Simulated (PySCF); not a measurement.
Compound: C6H12N (charge +1).
InChI=1S/C6H12N/c1-4-5-6-7(2)3/h4H,1-2,5-6H2,3H3/q+1

Theory: TDDFT CAM-B3LYP/def2-SVPD, vertical, gas phase, core orbitals frozen in the response (PySCF). The structure is a single PBE0-D3(BJ)/def2-SVP conformer in the gas phase; no vibrational or solvent corrections. Torsions of this conformer, `[CH2:1]=[CH:2][CH2:3][CH2:4][N+:5](=[CH2:6])[CH3:7]`: C1–C2–C3–C4 94°, C2–C3–C4–N5 55°, C3–C4–N5–C6 -93°.

```
state  E (eV)  ν̃ (cm⁻¹)       f  |μ| (D)  main configurations (H = HOMO, L = LUMO)
   S1    4.46      35970   0.061     1.90                                H→L (100%)
   S2    6.49      52310  0.0078     0.56                               H-1→L (95%)
   S3    6.90      55660  0.0072     0.52                               H-2→L (93%)
   S4    7.29      58830   0.144     2.28     H-3→L (39%), H→L+2 (33%), H→L+1 (22%)
   S5    7.42      59870   0.273     3.11                  H→L+1 (50%), H-3→L (33%)
   S6    7.60      61300   0.086     1.73      H→L+2 (47%), H→L+1 (15%), H-3→L (9%)
   S7    7.78      62730   0.078     1.62     H-8→L (32%), H-4→L (30%), H-3→L (15%)
   S8    8.09      65240  0.0050     0.41              H-1→L+2 (41%), H-1→L+1 (37%)
   S9    8.19      66040   0.025     0.89      H→L+3 (43%), H→L+4 (28%), H→L+7 (8%)
  S10    8.29      66840  0.0042     0.37     H-5→L (49%), H-6→L (24%), H-7→L (17%)
```

Triplets, Tamm–Dancoff:

```json
{"state": "T1", "E (eV)": "3.98", "λ (nm)": "311.7", "main configurations (H = HOMO, L = LUMO)": "H→L (63%), H→L+2 (16%), H→L+1 (14%)"}
{"state": "T2", "E (eV)": "4.56", "λ (nm)": "272.0", "main configurations (H = HOMO, L = LUMO)": "H-3→L (38%), H→L+2 (18%), H→L+1 (13%)"}
{"state": "T3", "E (eV)": "4.73", "λ (nm)": "262.2", "main configurations (H = HOMO, L = LUMO)": "H-3→L (32%), H→L (24%), H→L+2 (15%)"}
{"state": "T4", "E (eV)": "6.46", "λ (nm)": "192.1", "main configurations (H = HOMO, L = LUMO)": "H-1→L (81%)"}
```

The lowest singlet lies at 4.46 eV (278 nm, ultraviolet) and is of moderate strength; its leading configuration is HOMO→LUMO (100%). The most intense listed level is S5 at 7.42 eV (167 nm, f = 0.273), 2.96 eV above S1. Löwdin shares by element: HOMO carbon 82% or more (atoms not listed hold the other 18%); LUMO carbon 43% or more, nitrogen 31%, hydrogen 14% or more. Orbital energies (eV): HOMO-3 -16.10, HOMO-2 -15.73, HOMO-1 -15.06, HOMO -12.87, LUMO -5.78, LUMO+1 -2.93, LUMO+2 -2.58. Weighted by f, the mean energy of these states is 7.22 eV. The oscillator strengths of these states sum to 0.691; summed over the whole spectrum of an exact calculation they would give the number of electrons, 54 (Thomas–Reiche–Kuhn). All these states lie below the vertical ionisation energy of 13.78 eV (ΔSCF). Only the lowest 10 singlets were computed, as vertical energies without vibronic structure.
